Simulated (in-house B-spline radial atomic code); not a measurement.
Results of a calculation; reference values are marked as such.
# Two electrons in Si: a parabolic dot with ħω = 0.386 meV in all three directions

For Si the NSM archive of the Ioffe Institute lists m_l = 0.98 m0, m_t = 0.19 m0 and ε = 11.7; the model takes one isotropic valley with the conductivity mass 3/(1/m_l + 2/m_t) = 0.26 m0, and so misses anisotropy and the other valleys. All triplets below are those of one valley; with several valleys two electrons can form a triplet in the 1s orbital itself, at an energy set by the valley splitting.

Effective-mass model with parabolic bands, a uniform dielectric constant, no image charges, no central-cell or spin-orbit terms. Two-electron levels come from full CI in B-splines with partial waves to l = 5 (up to 0.001 effective hartree above the limit).

Question: What are the effective units, and what is the potential in them?

Answer: Ha* = 27211.386 meV × 0.26/11.7² = 51.68 meV and a* = 0.0529177 nm × 11.7/0.26 = 2.381 nm. The frequency is ω = 0.00747 Ha*. The one-electron levels are 3ω/2 = 0.0112 and 5ω/2 = 0.0187 Ha*.

In these units the lowest s and p orbitals lie at 0.011205 and 0.018675, and their Coulomb and exchange integrals are J_ss = 0.068960, J_sp = 0.057467 and K_sp = 0.01149. (For a parabolic well J_ss = √(2ω/π).) Full CI gives 0.063360 for the ground singlet, 0.065244 for the sp triplet, 0.070831 for the sp singlet and 0.072714 for the lowest triplet of two s orbitals.

Question: What does it cost to add the second electron, to first order and exactly?

Answer: To first order E = 2ε_s + J_ss = 0.091370, so the charging energy E(2) − 2E(1) is J_ss = 3.564 meV. CI gives 0.063360 − 2 × (0.011205) = 0.040950, or 2.116 meV: relaxation and correlation lower it by 1.448 meV, 40.6 % of J_ss. The s² configuration of one-electron orbitals holds 35.0 % of the state, and the mean radius is 46.9 nm.

Question: How far above the singlet do the triplets lie?

Answer: To first order the sp triplet lies at ε_s + ε_p + J_sp − K_sp = 0.075854, which is 0.802 meV below 2ε_s + J_ss, so first order fails: the exact ground state of two electrons is a singlet. CI gives 0.065244 − (0.063360) = 0.001884, or 0.09735 meV, 25 % of the orbital spacing of 0.3861 meV. The ss triplet lies 0.4834 meV up, so the lower of the two is the sp one, and its gap equals k_BT at 1.13 K. The sp singlet-triplet splitting is 0.2887 meV, against 2K_sp = 1.188 meV. The sp singlet lies ħω above the ground state (0.007470 against 0.00747), as Kohn's theorem demands for a parabolic well. With the repulsion this large beside the spacing the electrons keep apart, as in a Wigner molecule, and the splitting shrinks.
